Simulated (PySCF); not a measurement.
# One molecule, several mistakes: AlBClGeH3

These are calculations, not measurements. The program is PySCF 2.14.0, an open-source quantum chemistry code, run on an isolated molecule that a program drew, which may never have been made. The molecule is AlBClGeH3 (charge 0, singlet), drawn as the SMILES string `[AlH2][B](Cl)[GeH]`.

Each row is a Hartree-Fock (HF) and frozen-core CCSD(T) single point in the cc-pV(D+d)Z basis, meant for a local HF minimum. Run 1 is clean. Each other run has one planted mistake out of seven kinds, and not every kind appears here: one electron removed, one electron added, multiplicity raised by two, geometry at a saddle point, minimal basis STO-3G, one bond length entered in bohr, all coordinates scaled. The reference is restricted for singlets and unrestricted otherwise, and also for a bond in bohr. Adding or removing an electron swaps singlet and doublet. Electrons count all cores. HOMO and LUMO are orbital energies over both spins, the gradient is its largest component, and the lowest frequency (negative if imaginary) is given only where the gradient is small. Bond lengths are over the 6 bonds as drawn. T1 is the CCSD diagnostic: over 0.02 (restricted) or 0.045 (unrestricted) a single reference is doubtful. Germanium has the cc-pVDZ-PP basis, with a core potential (ECP10MDF) in place of its 10 inner electrons, and its 3s, 3p and 3d shells are frozen in CCSD(T).

Geometry of the clean run:
```xyz
7
AlBClGeH3, angstrom
Al    0.3303   -3.4438   -0.6386
B     0.7918   -3.7158    1.4536
Cl    0.9611   -5.4446    1.9636
Ge    1.1425   -2.4018    3.0636
H     1.4894   -3.2030   -1.6913
H    -1.1723   -3.4876   -1.1351
H    -0.4075   -2.3807    3.3993
```

| run | electrons | basis functions | <S^2> | HOMO (eV) | LUMO (eV) | gradient (hartree/bohr) | lowest frequency (cm^-1) | mean bond (Å) | longest bond (Å) | T1 | HF (hartree) | CCSD(T) (hartree) | mistake |
|---|---|---|---|---|---|---|---|---|---|---|---|---|---|
| 1 | 70 | 98 | 0.000 | -8.38 | 0.04 | 6.4e-06 | 74 | 1.8052 | 2.160 | 0.0170 | -1021.19964 | -1021.62396 | no fault |
| 2 | 71 | 98 | 0.763 | -1.32 | 4.57 | 2.1e-02 | - | 1.8052 | 2.160 | 0.0313 | -1021.22077 | -1021.65968 | one electron added |
| 3 | 69 | 98 | 0.806 | -15.21 | -6.43 | 5.4e-02 | - | 1.8052 | 2.160 | 0.0283 | -1020.92772 | -1021.33486 | one electron removed |
| 4 | 70 | 98 | 1.016 | -7.88 | 0.05 | 9.4e-03 | - | 2.0399 | 2.992 | 0.0654 | -1021.10358 | -1021.51824 | one bond length entered in bohr |
| 5 | 70 | 98 | 0.000 | -8.46 | -0.08 | 2.8e-02 | - | 1.8972 | 2.270 | 0.0175 | -1021.18777 | -1021.61309 | all coordinates scaled |
| 6 | 70 | 98 | 2.039 | -7.67 | -0.34 | 2.1e-02 | - | 1.8052 | 2.160 | 0.0254 | -1021.17141 | -1021.58259 | ? |

**Which mistake was planted in run 6, and what did it cost?**

Electrons, basis and geometry are unchanged, and <S^2> is 2.039, beside S(S+1) = 2.00 for a multiplicity of 3. So the mistake is: multiplicity raised by two. Subtracting run 1 and multiplying by 627.51 kcal/mol a hartree, the energy moved by 17.7 kcal/mol in HF and 26.0 kcal/mol in CCSD(T).

Cautions from the logs. Run 4: T1 is over the limit, so its CCSD(T) energy is less reliable.
